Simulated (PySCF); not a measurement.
C₂H₆FInO, SMILES C[CH2][In]([OH])[F]. Atoms are numbered in the order given.

```xyz
11

In     0.1041     0.1649     0.2269
F      1.1423     0.0649     1.8949
C     -0.1417    -1.6303    -0.9574
C     -1.0212    -1.4883    -2.1935
H     -0.5337    -2.3799    -0.2506
H      0.8854    -1.9406    -1.2111
H     -0.6259    -0.7444    -2.9034
H     -2.0504    -1.1880    -1.9406
H     -1.0899    -2.4467    -2.7367
O     -0.4964     2.0667     0.0638
H     -1.0205     2.2123    -0.7364
```
Charge 0, spin multiplicity 1.

The structure is a stationary point at r2SCAN-D4/def2-SVP. The def2 effective core potentials stand for the cores of In; spin–orbit coupling is left out. One conformer was computed; it need not be the lowest.

Computed with PBE/def2-TZVP run with PySCF.

```yaml
total_energy: -444.89642 hartree
highest_occupied_level: -6.77 eV
lowest_empty_level: -2.30 eV
orbital_gap: 4.46 eV
dipole_moment: 5.19 D
quadrupole, principal values (traceless, Buckingham form, about the centre of nuclear charge): -7.47, 0.18, 7.29 D·Å
mean_static_polarisability: 65.9 bohr³ (9.76 Å³)
polarisability_principal_values: 48.9, 64.1, 84.7 bohr³
```
